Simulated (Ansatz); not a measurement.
CH5ClFNOSi (`N[Si@@H](Cl)[C@H](O)F`) at its PBE0-D4/def2-TZVP geometry, where that method's forces vanish. The species carries charge 0 and has multiplicity 1.

```xyz
11

N     0.2602   -1.3230   -1.1893
Si   -0.1495   -0.8385    0.3774
Cl    1.1036   -1.5113    1.8826
C     0.0092    1.0635    0.4294
O    -1.0917    1.6305   -0.1666
F     1.1687    1.4005   -0.2866
H     0.0768   -2.2511   -1.5307
H     1.0283   -0.8806   -1.6681
H    -1.5003   -1.3213    0.7281
H     0.1807    1.4493    1.4421
H    -1.0859    2.5821   -0.0183
```

**Question.** What forces (eV/Å) does B3LYP-D4/def2-TZVPP give on these atoms in Ansatz? (Estimate.)

**Answer.** Computed: 
```
N1   0.026 -0.022 -0.065
Si2 -0.248 -0.013  0.002
Cl3  0.136 -0.078  0.159
C4  -0.066 -0.224  0.424
O5  -0.240  0.167 -0.113
F6   0.368  0.115 -0.215
H7   0.011  0.000 -0.029
H8  -0.002 -0.020 -0.030
H9   0.084  0.041 -0.031
H10 -0.017 -0.009 -0.076
H11 -0.051  0.042 -0.026
```

B3LYP here is the variant with VWN-RPA as its local correlation; programs differ in this.
